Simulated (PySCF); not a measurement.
Work out the structure from these simulated measurements.

Formula: C3H2FN3.

| Property | Result |
| --- | --- |
| 13C NMR | chemical shifts (computed TMS as zero) by class: 162.3 (1 C), 142.9 (2 C) ppm [GIAO PBE0/pcSseg-1] |
| Triplet | lowest triplet excitation (Tamm–Dancoff): 3.03 eV [TDA wB97X-D/def2-SVPD] |
| 1H NMR | chemical shifts (computed TMS as zero) by class: 9.10 (2 H) ppm [GIAO PBE0/pcSseg-1] |
| Couplings | largest of the computed one-bond spin–spin couplings (means over like bonds): 19F–13C -366.9, 13C–1H +199.2 (×2), 13C–13C +67.3 (×2), 15N–15N -28.6 (×2), 15N–13C +11.1 (×2) Hz [B3LYP/pcJ-1] |
| Valence photoelectron | vertical ionisation energy: 10.08 eV [ΔSCF wB97X-D/def2-SVPD] |
| Rotational structure | rotational constants A, B, C: 6.402, 2.687, 1.893 GHz [PBE0-D3(BJ)/def2-SVP] |
| NMR, other nuclei | isotropic shieldings of nuclei other than C and H, by class: -264 (1 N), -194 (2 N), 313 (1 F) ppm [GIAO PBE0/pcSseg-1] |
| UV, strongest line | among the 10 lowest singlet transitions: S7 at 7.65 eV (162 nm, f = 0.360) [TDDFT wB97X-D/def2-SVPD] |
| XPS | C1s 292.9 (×2), C1s 294.5, N1s 406.6 (×2), N1s 407.2, F1s 694.5 eV [ΔSCF SCAN, pcX-2 on the ionised atom, pcseg-1 elsewhere, spin-free X2C] |
| Dipole | 3.69 D [wB97X-D/def2-SVPD] |

The electronic properties come from PySCF, for the isolated species, density fitting. Levels stand in brackets. Geometry: PBE0-D3(BJ)/def2-SVP; no solvent, vibrations or thermal averaging. NMR classes are plain means over equivalent atoms (diastereotopic ones count apart unless rotation or inversion swaps them), as if these changed places fast.

Task: Propose a structure and show how it fits.

Result: Numbering: `[F:1][c:2]1[cH:3][n:4][n:5][n:6][cH:7]1`. Its formula, C3H2FN3, gives 4 degrees of unsaturation: 1 ring and 3 π bonds in the structure found (Kekulé form). 3 carbons fall into 2 classes; from least to most shielded: aromatic C–F carbon [C2] (162.3 ppm), aromatic CH next to a ring nitrogen [C3/C7] (142.9 ppm, 2 C). All hydrogens form one class (9.10 ppm): aromatic hydrogen. The other shieldings belong to: -264 ppm, pyridine-type nitrogen [N5]; -194 ppm, pyridine-type nitrogen [N4/N6]; 313 ppm, aryl fluorine [F1]. The couplings run between: -366.9 Hz, aryl fluorine [F1] and aromatic C–F carbon [C2]; +199.2 Hz, aromatic CH next to a ring nitrogen [C3] and its hydrogen (with 1 like pair); +67.3 Hz, aromatic C–F carbon [C2] and aromatic CH next to a ring nitrogen [C3] (with 1 like pair); -28.6 Hz, pyridine-type nitrogen [N4] and pyridine-type nitrogen [N5] (with 1 like pair); +11.1 Hz, pyridine-type nitrogen [N4] and aromatic CH next to a ring nitrogen [C3] (with 1 like pair). The core levels belong to: C1s 292.9 eV, aromatic CH next to a ring nitrogen [C3/C7]; C1s 294.5 eV, aromatic C–F carbon [C2]; N1s 406.6 eV, pyridine-type nitrogen [N4/N6]; N1s 407.2 eV, pyridine-type nitrogen [N5]; F1s 694.5 eV, aryl fluorine [F1]. The hole state at 294.5 eV has ⟨S²⟩ = 0.83 against 0.75, so that value is less sure. The first electron is taken from the HOMO, whose largest Löwdin shares are 0.49 on a pyridine-type nitrogen and 0.19 on each of 2 atoms of one kind (pyridine-type nitrogen). The optimised geometry has point group C2v and is an asymmetric top. Structure: `FC1=CN=NN=C1`. The assignments are read from this structure; whether some other isomer fits the data as well wasn't checked.
